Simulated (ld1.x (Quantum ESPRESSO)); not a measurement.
**O (Z = 8), ultrasoft: configuration errors across variants**

```
Element                 : O
Generator               : ld1.x (Quantum ESPRESSO) 7.5
Type                    : ultrasoft
Functional              : PBE
Relativity              : non-relativistic
Frozen core             : [He]
Valence charge          : 6
Reference configuration : 2s2 2p4
Partial waves           : 2s (bound): rcut 0.95, rcutus 1.05 bohr; 2s channel at 3.6 Ry: rcut 0.95, rcutus 1.05 bohr; 2p (bound): rcut 1.95, rcutus 2.15 bohr; 2p channel at 0.5 Ry: rcut 1.95, rcutus 2.15 bohr; 3d channel at 0.15 Ry: rcut 1.70, rcutus 2.30 bohr; 3d channel at 2.7 Ry: rcut 1.70, rcutus 2.30 bohr
Local potential         : all-electron potential smoothed inside 1.80 bohr (lloc = -1)
Core correction         : none
Augmentation charge     : PSQ, inside the norm-conserving radii
```

All-electron excitation energies from the reference (eV): (1) 2s2 2p3 16.439; (2) 2s2 2p2 50.033; (3) 2s2 2p1 103.905; (4) 2s2 2p4.3 -2.125; (5) 2s1 2p5 14.896; (6) 2s2 2p0 180.807; (7) 2s2 2p3.5 6.290.

The overlap operator is not positive definite (basis up to 400 Ry) in “waves 2s (bound): rcut 0.62, rcutus 0.66 bohr; 2s channel at 3.6 Ry: rcut 0.62, rcutus 0.66 bohr”, “local potential all-electron potential smoothed inside 1.10 bohr (lloc = -1)”. Such files are unfit for use, however small their errors in these radial tests.

1 further variants failed, have other tests or too few solved ones, and are left out.

Errors AE − PS in meV (a dash: test not solved or not reliable):

| change | (1) | (2) | (3) | (4) | (5) | (6) | (7) | bound ghosts |
| --- | --- | --- | --- | --- | --- | --- | --- | --- |
| base | -55 | -188 | +305 | -1.5 | +2.1 | +3047 | -10 | none |
| type RRKJ; waves now 2s (bound): rc 1.05 bohr; 2p (bound): rc 2.15 bohr; 3d channel at 0.15 Ry: rc 2.30 bohr; local potential all-electron potential smoothed inside 1.10 bohr (lloc = -1) | +142 | +1121 | +4086 | +2.5 | -48 | +10509 | +22 | none |
| waves 3d channel at 0.15 Ry: rcut 1.70, rcutus 3.16 bohr; 3d channel at 2.7 Ry: rcut 1.70, rcutus 3.16 bohr | -55 | -188 | +305 | -1.5 | +2.1 | +3047 | -10 | none |
| local potential all-electron potential smoothed inside 1.85 bohr (lloc = -1) | -55 | -188 | +304 | -1.5 | +2.1 | +3045 | -10 | none |
| waves 2s (bound): rcut 0.62, rcutus 0.66 bohr; 2s channel at 3.6 Ry: rcut 0.62, rcutus 0.66 bohr | -48 | -142 | +467 | -1.3 | +21 | +3408 | -9.2 | not determined (overlap not positive) |
| local potential all-electron potential smoothed inside 1.10 bohr (lloc = -1) | -43 | -176 | +301 | +0.6 | +2.2 | +3050 | -6.0 | not determined (overlap not positive) |
| all radii scaled by about 0.85 (s 0.90, p 1.82, d 1.96 bohr, rcut 0.80/1.66/1.44); local potential all-electron potential smoothed inside 1.54 bohr (lloc = -1) | -163 | -847 | -1930 | -6.3 | -9.6 | -2576 | -32 | none |

Question: Give the same row for: waves 2p (bound): rcut 1.82, rcutus 1.92 bohr; 2p channel at 0.5 Ry: rcut 1.82, rcutus 1.92 bohr.

Answer: -70, -287, -246, -3.0, +2.6, +1170, -14; bound ghosts: none.
